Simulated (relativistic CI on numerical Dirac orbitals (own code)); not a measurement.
## Ru³⁺: L2,3 absorption edge

Computed with this model: Dirac-Coulomb-Breit CI, separate exchange-only KLI orbitals for each configuration, QED by a radiative potential, valence Slater integrals scaled by 0.9, multiplet model of core-to-valence dipole absorption; configurations [Kr] 4d5 → [He] 2s2 2p5 3s2 3p6 3d10 4s2 4p6 4d6; 10 K; Lorentzian 0.96 eV and Gaussian 0.5 eV FWHM. Energies are those of the free ion, without screening or charge transfer. The branching ratio is the share of the lower-energy edge in the whole absorption, uncertain by about 0.02 where the edges overlap. S is read from ⟨S²⟩ = S(S + 1).

Field parameters in Wybourne normalisation: Td as Oh with Dq negative (B⁴₀ = 21Dq, B⁴₄ = √(5/14) B⁴₀). The field is a parameter set, without covalency.

free ion: ground-state S = 2.49, centroid 2880.36 eV, branching ratio 0.712. Peaks (eV, height): 2843.1 (100), 2972.5 (38).

Td, 10Dq = -6000 cm⁻¹: ground-state S = 2.49, centroid 2880.22 eV, branching ratio 0.713. Peaks (eV, height): 2843.2 (100), 2972.5 (36).

Td, 10Dq = -9350 cm⁻¹: ground-state S = 2.49, centroid 2879.99 eV, branching ratio 0.715. Peaks (eV, height): 2843.3 (100), 2972.7 (35).

Td, 10Dq = -12700 cm⁻¹: ground-state S = 2.49, centroid 2879.59 eV, branching ratio 0.718. Peaks (eV, height): 2843.5 (100), 2971.4 (21), 2972.9 (35).

Td, 10Dq = -16000 cm⁻¹: ground-state S = 2.48, centroid 2878.88 eV, branching ratio 0.724. Peaks (eV, height): 2841.6 (40), 2843.6 (100), 2971.0 (20), 2973.1 (35).

Td, 10Dq = -19400 cm⁻¹: ground-state S = 2.45, centroid 2877.16 eV, branching ratio 0.737. Peaks (eV, height): 2841.3 (45), 2843.8 (100), 2970.8 (18), 2973.2 (35).

The statistical ratio of this edge is 2/3 = 0.667. Values above it arise where the holes sit mainly in the j = l + 1/2 valence subshell or the ground state has high spin; values below it where core-valence Coulomb terms move weight to the upper edge, as in nearly empty shells. At deep edges of heavy elements the radial integrals of the two core levels differ, which raises the baseline.

Strongest unbroadened transitions for Td, 10Dq = -16000 cm⁻¹:

| Energy (eV) | Relative strength |
| --- | --- |
| 2841.24 | 56.7 |
| 2841.27 | 29.7 |
| 2841.72 | 23.5 |
| 2841.75 | 22.0 |
| 2843.26 | 24.9 |
| 2843.29 | 31.2 |
| 2843.53 | 59.1 |
| 2843.54 | 25.7 |
| 2843.59 | 100.0 |
| 2843.67 | 28.1 |
| 2843.75 | 33.5 |
| 2843.78 | 20.5 |
| 2843.80 | 27.2 |
| 2970.82 | 28.0 |
| 2972.76 | 28.3 |
| 2972.79 | 37.1 |
| 2972.81 | 18.4 |
| 2973.36 | 20.0 |
